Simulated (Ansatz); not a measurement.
`C[Si](F)(S)Cl` + CH₃NH₂ → `C[Si](N)(F)Cl` + CH₃SH  (formal exchange of groups at the Si–S bond)

Computed with Ansatz on PBE0-D4/def2-TZVP structures; ΔE is electronic, products minus reactants. CCSD(T)/CBS adds triple-zeta CCSD(T) − MP2 to the extrapolated MP2 energy (def2 sets, frozen cores). This one scheme is used for every species. DFT in def2-TZVPP. HSE06 is defined as in plane-wave codes. One conformer a species, not always the lowest.

Question: Is it downhill or uphill in electronic energy at CCSD(T)/CBS, and by how much? (An estimate is asked.)

Answer: The calculation gave: Downhill: ΔE = -38.7 kJ/mol.

Question: What do these levels give: revPBE-D4, BLYP-D4, B97M-V, HSE06-D4, CAM-B3LYP-D4, BLYP, HSE06, MP2/def2-TZVPP, CCSD(T)/def2-TZVPP, HF/def2-QZVPP, SCS-MP2/def2-QZVPP, CCSD/CBS(def2)? (Best estimate.)

Answer: Ansatz gave: revPBE-D4 -28.7, BLYP-D4 -35.2, B97M-V -35.2, HSE06-D4 -32.2, CAM-B3LYP-D4 -41.5, BLYP -36.8, HSE06 -33.3, MP2/def2-TZVPP -38.8, CCSD(T)/def2-TZVPP -38.2, HF/def2-QZVPP -46.2, SCS-MP2/def2-QZVPP -40.3, CCSD/CBS(def2) -40.4 kJ/mol.

Largest T1 diagnostic among the species: 0.011.

From PBE to PBE0 (25 % exact exchange), in def2-TZVPP and without D4, ΔE moves by −3.3 kJ/mol. In def2-TZVPP, CCSD(T) changes the Hartree–Fock value by +7.2 kJ/mol (the triples alone add +1.7 kJ/mol) and MP2 by +6.6 kJ/mol. At CCSD(T), def2-SVP lies +12.4 kJ/mol from the extrapolated value and def2-TZVPP +0.5 kJ/mol.
